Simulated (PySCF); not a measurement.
C4H9O (SMILES CC(C)(C)[O]), doublet, at a GFN2-xTB geometry; CASCI(7,5)+NEVPT2/6-31G (PySCF).

PySCF was given this input:
```python
from pyscf import gto, scf, mcscf, mrpt
import numpy

mol = gto.Mole()
mol.atom = '''
    C     1.105827    0.092813   -1.001953
    C     0.017232   -0.037262    0.142805
    C    -0.997295   -1.102064   -0.340444
    C    -0.660245    1.349891    0.258678
    O     0.670509   -0.391840    1.226428
    H     0.608984    0.385595   -1.920675
    H     1.833634    0.839704   -0.702160
    H     1.599088   -0.866562   -1.119076
    H    -1.442380   -0.810233   -1.287202
    H    -1.777068   -1.199520    0.411225
    H    -0.505824   -2.065120   -0.448469
    H     0.066205    2.096261    0.568341
    H    -1.105156    1.642995   -0.687770
    H    -1.434671    1.291335    1.019851
'''
mol.basis = '6-31g'
mol.charge = 0
mol.spin = 1
mol.verbose = 4
mol.build()

mf = scf.ROHF(mol)
mf.kernel()
mc = mcscf.CASCI(mf, 5, 7)
mc.fix_spin_(ss=0.75)
mc.kernel()
occ = numpy.linalg.eigvalsh(mc.fcisolver.make_rdm1(mc.ci, mc.ncas, mc.nelecas))[::-1]
ss = mc.fcisolver.spin_square(mc.ci, mc.ncas, mc.nelecas)[0]
print('natural occupations', occ.round(4), ' <S^2>', round(ss, 4))
e2 = mrpt.NEVPT(mc).kernel()
print('E(NEVPT2) = %.10f' % (mc.e_tot + e2))
```

The log (banner, timings and long lists left out):

```
PySCF version 2.14.0

[INPUT] verbose = 4
[INPUT] num. atoms = 14
[INPUT] num. electrons = 41
[INPUT] charge = 0
[INPUT] spin (= nelec alpha-beta = 2S) = 1
[INPUT] symmetry False subgroup None
[INPUT] Mole.unit = angstrom
[INPUT] Symbol           X                Y                Z      unit          X                Y                Z       unit  Magmom
[...]
nuclear repulsion = 190.15488522946
number of shells = 43
number of NR pGTOs = 146
number of NR cGTOs = 63
basis = 6-31g
ecp = {}

******** <class 'pyscf.scf.rohf.ROHF'> ********
method = ROHF
initial guess = minao
damping factor = 0
level_shift factor = 0
DIIS = <class 'pyscf.scf.diis.CDIIS'>
diis_start_cycle = 1
diis_space = 8
diis_damp = 0
SCF conv_tol = 1e-09
SCF conv_tol_grad = None
SCF max_cycles = 50
direct_scf = True
direct_scf_tol = 1e-13
num. doubly occ = 20  num. singly occ = 1
Set gradient conv threshold to 3.16228e-05
init E= -232.134025295075
[...]
cycle= 1 E= -231.185216215871  delta_E= 0.949  |g|= 0.732  |ddm|= 2.19
[...]
cycle= 2 E= -231.258129691799  delta_E= -0.0729  |g|= 0.827  |ddm|=  1.2
[...]
cycle= 3 E= -231.405824810528  delta_E= -0.148  |g|= 0.138  |ddm|= 0.766
[...]
cycle= 4 E= -231.42817436578  delta_E= -0.0223  |g|= 0.099  |ddm|= 0.281
[...]
cycle= 5 E= -231.433008535159  delta_E= -0.00483  |g|= 0.0296  |ddm|= 0.142
[...]
cycle= 6 E= -231.433451878829  delta_E= -0.000443  |g|= 0.00644  |ddm|= 0.0428
[...]
cycle= 7 E= -231.433473121864  delta_E= -2.12e-05  |g|= 0.00137  |ddm|= 0.0102
[...]
cycle= 8 E= -231.433476300281  delta_E= -3.18e-06  |g|= 0.000659  |ddm|= 0.00435
[...]
cycle= 9 E= -231.433476966681  delta_E= -6.66e-07  |g|= 0.000332  |ddm|= 0.00213
[...]
cycle= 10 E= -231.433477194395  delta_E= -2.28e-07  |g|= 0.000126  |ddm|= 0.00103
[...]
cycle= 11 E= -231.433477236772  delta_E= -4.24e-08  |g|= 4.01e-05  |ddm|= 0.00043
[...]
cycle= 12 E= -231.433477241217  delta_E= -4.45e-09  |g|= 1.14e-05  |ddm|= 0.000154
[...]
cycle= 13 E= -231.433477241414  delta_E= -1.97e-10  |g|= 3.26e-06  |ddm|= 2.74e-05
[...]
Extra cycle  E= -231.433477241423  delta_E= -9.61e-12  |g|= 1.65e-06  |ddm|= 5.42e-06
converged SCF energy = -231.433477241423

******** <class 'pyscf.mcscf.casci.CASCI'> ********
CAS (4e+3e, 5o), ncore = 17, nvir = 41
natorb = False
canonicalization = True
sorting_mo_energy = False
******** <class 'pyscf.fci.addons.SpinPenaltyFCISolver'> ********
max. cycles = 200
conv_tol = 1e-08
davidson only = True
linear dependence = 1e-12
level shift = 0.001
max iter space = 12
[...]
CASCI E = -231.433554984622  E(CI) = -9.65712109616842  S^2 = 0.7500000
[...]
4 O 1s          -0.00000  -0.00000  -0.00003  -0.00001   0.00009
4 O 2s          -0.00000  -0.00000  -0.00054   0.00083   0.03460
4 O 3s          -0.00000  -0.00000   0.00012   0.00012  -0.02061
4 O 2px          0.10065  -0.00358  -0.16045   0.81022  -0.01144
4 O 2py          0.73225  -0.02601   0.00890   0.01615   0.00517
4 O 2pz          0.17892  -0.00636   0.05385  -0.52190  -0.01471
4 O 3px          0.00527  -0.00274   0.01191   0.00507  -0.00856
4 O 3py          0.03835  -0.01995   0.00050   0.00001   0.00378
4 O 3pz          0.00937  -0.00487  -0.00873  -0.00291  -0.01066
5 H 1s          -0.00000   0.00000  -0.04412   0.06260  -0.24926
5 H 2s           0.00000  -0.00000   0.00524   0.00499  -0.22738
6 H 1s           0.02841  -0.14385   0.17720   0.00538  -0.17319
6 H 2s           0.00894   0.00131  -0.00442   0.00816  -0.15107
7 H 1s          -0.02841   0.14384   0.17720   0.00538  -0.17319
7 H 2s          -0.00894  -0.00131  -0.00442   0.00816  -0.15107
8 H 1s          -0.22027  -0.15539   0.06210  -0.02011  -0.24129
8 H 2s           0.00595   0.01131  -0.00260  -0.00148  -0.22502
9 H 1s          -0.01652   0.03982  -0.29692  -0.02115  -0.16926
9 H 2s          -0.00425   0.00001   0.00648  -0.00904  -0.15501
10 H 1s          0.07782   0.34155   0.09593   0.00958  -0.16988
10 H 2s         -0.01989  -0.01096  -0.00281   0.00080  -0.15246
11 H 1s         -0.07782  -0.34156   0.09592   0.00958  -0.16988
11 H 2s          0.01989   0.01096  -0.00281   0.00080  -0.15246
12 H 1s          0.22027   0.15539   0.06210  -0.02011  -0.24129
12 H 2s         -0.00595  -0.01131  -0.00260  -0.00148  -0.22502
13 H 1s          0.01652  -0.03982  -0.29692  -0.02115  -0.16926
13 H 2s          0.00425  -0.00001   0.00648  -0.00904  -0.15501
<CAS-nat-orb|mo-hf>  18     18       0.58892488
<CAS-nat-orb|mo-hf>  18     20       0.80818778
<CAS-nat-orb|mo-hf>  19     18       0.80818778
<CAS-nat-orb|mo-hf>  19     20      -0.58892488
<CAS-nat-orb|mo-hf>  20     19       1.00000000
<CAS-nat-orb|mo-hf>  21     21       1.00000000
<CAS-nat-orb|mo-hf>  22     22       1.00000000
Sr    (-1)',   E = -0.00279657492332
Si    (+1)',   E = -0.00016917105233
Sijrs (0)  ,   E = -0.23502692843601
Sijr  (+1) ,   E = -0.01642390632147
Srsi  (-1) ,   E = -0.15882623336620
Srs   (-2) ,   E = -0.03031459849007
Sij   (+2) ,   E = -0.00061865440258
Sir   (0)' ,   E = -0.01409182807050
Nevpt2 Energy = -0.458267895062485
E(NEVPT2) = -231.8918228797
```
